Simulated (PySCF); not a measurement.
Silicon: a sound run and one with changed settings

Sound run: Si⁺ [Ne] 3s2 3p1, Si²⁺ [Ne] 3s2. All numbers are calculated (PySCF 2.14, scalar relativity by spin-free X2C-1e, in aug-cc-pVDZ-DK). The sound run starts from symmetry-adapted Hartree-Fock orbitals and uses a fine grid where one is needed.

A second run was set up differently.

| species | method | sound run (hartree) | changed run (hartree) | converged |
| --- | --- | --- | --- | --- |
| Si⁺ | UHF | -289.17216 | -289.17216 | yes |
| Si⁺ | LDA | -288.49827 | -288.55063 | yes |
| Si⁺ | TPSS | -289.69205 | -289.79155 | yes |
| Si²⁺ | UHF | -288.59121 | -288.59121 | yes |
| Si²⁺ | LDA | -287.89723 | -287.89723 | yes |
| Si²⁺ | TPSS | -289.08545 | -289.08545 | yes |

Ionisation energy of Si⁺:

| method | sound run (eV) | changed run (eV) |
| --- | --- | --- |
| UHF | 15.808 | 15.808 |

Question: What was changed?
A. basis contracted for another Hamiltonian
B. level shift left on
C. all electrons correlated in a valence basis
D. angular grid far too coarse

Answer: D. It used 6 angular points. A coarse angular grid integrates products of high-l functions wrongly, so density functionals can shift, and the SCF can exploit the error; Hartree-Fock and MP2 need no grid.
